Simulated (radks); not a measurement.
The numbers below are computed, except where a source is named.
Problem. Species: the thulium ion Tm+. Configuration: [Xe] 4f13 6s1 (the NIST ground configuration). Code: a radial shooting solver on a logarithmic mesh with Libxc functionals. Model: scalar-relativistic Kohn-Sham, r2SCAN, spin-polarised, spherical densities, finite nucleus; open shells are filled with parallel spins first (spin-orbit coupling, left out, can overturn this in heavy ions); meta-GGA in the generalised Kohn-Sham scheme; Fermi nuclear charge, rms radius 5.2256 fm. Some entries of the table are withheld. Estimate them.

orbital  occ.  eigenvalue (eV)  <1/r> (bohr^-1)
1s up       1        -59365.83            79.07
1s down     1        -59365.82            79.07
2s up       1        -10045.04            18.44
2s down     1        -10045.04            18.44
2p up       3        -8866.948            16.97
2p down     3        -8866.939            16.97
3s up       1        -2271.721            6.817
3s down     1        -2271.144            6.818
3p up       3        -1913.191            6.350
3p down     3        -1912.613            6.352
3d up       5        -1470.078            6.008
3d down     5        -1469.633            6.009
4s up       1        -458.0495            2.867
4s down     1        -456.8482            2.867
4p up       3        -339.7182            2.621
4p down     3        -338.5265            2.621
4d up       5        -181.8504            2.315
4d down     5        -180.6576            2.315
5s up       1         -61.8408            1.075
5s down     1         -61.2999            1.069
5p up       3         -34.6994           0.8896
5p down     3         -34.3135           0.8876
4f up       7         -10.0819            1.695
6s up       1              (1)           0.3454
4f down     6          -8.9989            1.686
6s down     0              (2)           0.3347

Solution. 
(1) 6s up eigenvalue (eV): -9.6601
(2) 6s down eigenvalue (eV): -7.9569
